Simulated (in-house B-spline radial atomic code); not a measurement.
Inner levels of gadolinium as electrons are removed. A shift is the extra binding of the orbital against the neutral atom ([Xe] 4f7 5d1 6s2). Computed with a B-spline radial code for spherical atoms: non-relativistic Hartree-Fock, average of the configuration, point nuclei.

This level leaves out relativity, spin-orbit splitting included, which matters for heavy ions.

```json
{"ion": "Gd23+", "configuration": "[Kr] 4d5", "shift of 1s (eV)": "687.04", "shift of 3d (eV)": "675.4", "shift of 2s (eV)": "687.83", "radius of 1s (bohr)": "0.023701", "radius of 3d (bohr)": "0.22016", "radius of 2s (bohr)": "0.1008", "Σ<r²> (bohr²)": "5.69", "change of density at nucleus (bohr⁻³)": "76.165"}
{"ion": "Gd24+", "configuration": "[Kr] 4d4", "shift of 1s (eV)": "?", "shift of 3d (eV)": "?", "shift of 2s (eV)": "?", "radius of 1s (bohr)": "?", "radius of 3d (bohr)": "?", "radius of 2s (bohr)": "?", "Σ<r²> (bohr²)": "?", "change of density at nucleus (bohr⁻³)": "?"}
{"ion": "Gd25+", "configuration": "[Kr] 4d3", "shift of 1s (eV)": "796.97", "shift of 3d (eV)": "776.86", "shift of 2s (eV)": "796.41", "radius of 1s (bohr)": "0.023702", "radius of 3d (bohr)": "0.21954", "radius of 2s (bohr)": "0.10077", "Σ<r²> (bohr²)": "4.8645", "change of density at nucleus (bohr⁻³)": "135.8"}
{"ion": "Gd26+", "configuration": "[Kr] 4d2", "shift of 1s (eV)": "853.73", "shift of 3d (eV)": "829", "shift of 2s (eV)": "852.39", "radius of 1s (bohr)": "0.023702", "radius of 3d (bohr)": "0.21921", "radius of 2s (bohr)": "0.10076", "Σ<r²> (bohr²)": "4.4749", "change of density at nucleus (bohr⁻³)": "167.13"}
{"ion": "Gd27+", "configuration": "[Kr] 4d1", "shift of 1s (eV)": "911.69", "shift of 3d (eV)": "882.07", "shift of 2s (eV)": "909.5", "radius of 1s (bohr)": "0.023702", "radius of 3d (bohr)": "0.21886", "radius of 2s (bohr)": "0.10074", "Σ<r²> (bohr²)": "4.0996", "change of density at nucleus (bohr⁻³)": "199.47"}
{"ion": "Gd28+", "configuration": "[Ar] 3d10 4s2 4p6", "shift of 1s (eV)": "970.83", "shift of 3d (eV)": "936.07", "shift of 2s (eV)": "967.73", "radius of 1s (bohr)": "0.023702", "radius of 3d (bohr)": "0.2185", "radius of 2s (bohr)": "0.10072", "Σ<r²> (bohr²)": "3.7381", "change of density at nucleus (bohr⁻³)": "232.81"}
{"ion": "Gd29+", "configuration": "[Ar] 3d10 4s2 4p5", "shift of 1s (eV)": "1033.18", "shift of 3d (eV)": "990.28", "shift of 2s (eV)": "1025.97", "radius of 1s (bohr)": "0.023701", "radius of 3d (bohr)": "0.21815", "radius of 2s (bohr)": "0.1007", "Σ<r²> (bohr²)": "3.3873", "change of density at nucleus (bohr⁻³)": "270.27"}
{"ion": "Gd30+", "configuration": "[Ar] 3d10 4s2 4p4", "shift of 1s (eV)": "1096.53", "shift of 3d (eV)": "1045.2", "shift of 2s (eV)": "1085.05", "radius of 1s (bohr)": "0.023701", "radius of 3d (bohr)": "0.21779", "radius of 2s (bohr)": "0.10068", "Σ<r²> (bohr²)": "3.0461", "change of density at nucleus (bohr⁻³)": "308.62"}
{"ion": "Gd31+", "configuration": "[Ar] 3d10 4s2 4p3", "shift of 1s (eV)": "1160.89", "shift of 3d (eV)": "1100.81", "shift of 2s (eV)": "1144.98", "radius of 1s (bohr)": "0.0237", "radius of 3d (bohr)": "0.21742", "radius of 2s (bohr)": "0.10066", "Σ<r²> (bohr²)": "2.7141", "change of density at nucleus (bohr⁻³)": "347.84"}
{"ion": "Gd32+", "configuration": "[Ar] 3d10 4s2 4p2", "shift of 1s (eV)": "1226.26", "shift of 3d (eV)": "1157.1", "shift of 2s (eV)": "1205.74", "radius of 1s (bohr)": "0.0237", "radius of 3d (bohr)": "0.21705", "radius of 2s (bohr)": "0.10064", "Σ<r²> (bohr²)": "2.3909", "change of density at nucleus (bohr⁻³)": "387.94"}
{"ion": "Gd33+", "configuration": "[Ar] 3d10 4s2 4p1", "shift of 1s (eV)": "1292.62", "shift of 3d (eV)": "1214.09", "shift of 2s (eV)": "1267.34", "radius of 1s (bohr)": "0.023699", "radius of 3d (bohr)": "0.21666", "radius of 2s (bohr)": "0.10062", "Σ<r²> (bohr²)": "2.0762", "change of density at nucleus (bohr⁻³)": "428.94"}
{"ion": "Gd34+", "configuration": "[Ar] 3d10 4s2", "shift of 1s (eV)": "?", "shift of 3d (eV)": "?", "shift of 2s (eV)": "?", "radius of 1s (bohr)": "?", "radius of 3d (bohr)": "?", "radius of 2s (bohr)": "?", "Σ<r²> (bohr²)": "?", "change of density at nucleus (bohr⁻³)": "?"}
{"ion": "Gd35+", "configuration": "[Ar] 3d10 4s1", "shift of 1s (eV)": "1426.19", "shift of 3d (eV)": "1329.67", "shift of 2s (eV)": "1391.17", "radius of 1s (bohr)": "0.023698", "radius of 3d (bohr)": "0.2159", "radius of 2s (bohr)": "0.10059", "Σ<r²> (bohr²)": "1.47", "change of density at nucleus (bohr⁻³)": "-119.08"}
{"ion": "Gd36+", "configuration": "[Ar] 3d10", "shift of 1s (eV)": "?", "shift of 3d (eV)": "?", "shift of 2s (eV)": "?", "radius of 1s (bohr)": "?", "radius of 3d (bohr)": "?", "radius of 2s (bohr)": "?", "Σ<r²> (bohr²)": "?", "change of density at nucleus (bohr⁻³)": "?"}
{"ion": "Gd37+", "configuration": "[Ar] 3d9", "shift of 1s (eV)": "1623.05", "shift of 3d (eV)": "1492.45", "shift of 2s (eV)": "1578.14", "radius of 1s (bohr)": "0.023698", "radius of 3d (bohr)": "0.21348", "radius of 2s (bohr)": "0.1005", "Σ<r²> (bohr²)": "1.1061", "change of density at nucleus (bohr⁻³)": "-646.45"}
{"ion": "Gd38+", "configuration": "[Ar] 3d8", "shift of 1s (eV)": "1755.16", "shift of 3d (eV)": "1598.22", "shift of 2s (eV)": "1704.96", "radius of 1s (bohr)": "0.023698", "radius of 3d (bohr)": "0.2115", "radius of 2s (bohr)": "0.10041", "Σ<r²> (bohr²)": "1.0372", "change of density at nucleus (bohr⁻³)": "-562.53"}
{"ion": "Gd39+", "configuration": "[Ar] 3d7", "shift of 1s (eV)": "1889.6", "shift of 3d (eV)": "1705.51", "shift of 2s (eV)": "1833.74", "radius of 1s (bohr)": "0.023698", "radius of 3d (bohr)": "0.20956", "radius of 2s (bohr)": "0.10032", "Σ<r²> (bohr²)": "0.97086", "change of density at nucleus (bohr⁻³)": "-476.54"}
{"ion": "Gd40+", "configuration": "[Ar] 3d6", "shift of 1s (eV)": "2026.37", "shift of 3d (eV)": "1814.3", "shift of 2s (eV)": "1964.48", "radius of 1s (bohr)": "0.023698", "radius of 3d (bohr)": "0.20766", "radius of 2s (bohr)": "0.10023", "Σ<r²> (bohr²)": "0.90682", "change of density at nucleus (bohr⁻³)": "-388.46"}
```

(1) Fill in the row of Gd24+.

(2) Fill in the row of Gd34+.

(3) Fill in the row of Gd36+.

Answers

(1) shift of 1s (eV): 741.41; shift of 3d (eV): 725.65; shift of 2s (eV): 741.55; radius of 1s (bohr): 0.023702; radius of 3d (bohr): 0.21986; radius of 2s (bohr): 0.10078; Σ<r²> (bohr²): 5.2692; change of density at nucleus (bohr⁻³): 105.48.

(2) shift of 1s (eV): 1359.99; shift of 3d (eV): 1271.76; shift of 2s (eV): 1329.77; radius of 1s (bohr): 0.023698; radius of 3d (bohr): 0.21627; radius of 2s (bohr): 0.10059; Σ<r²> (bohr²): 1.7697; change of density at nucleus (bohr⁻³): 470.81.

(3) shift of 1s (eV): 1493.27; shift of 3d (eV): 1388.21; shift of 2s (eV): 1453.3; radius of 1s (bohr): 0.023698; radius of 3d (bohr): 0.21551; radius of 2s (bohr): 0.10058; Σ<r²> (bohr²): 1.1775; change of density at nucleus (bohr⁻³): -728.29.
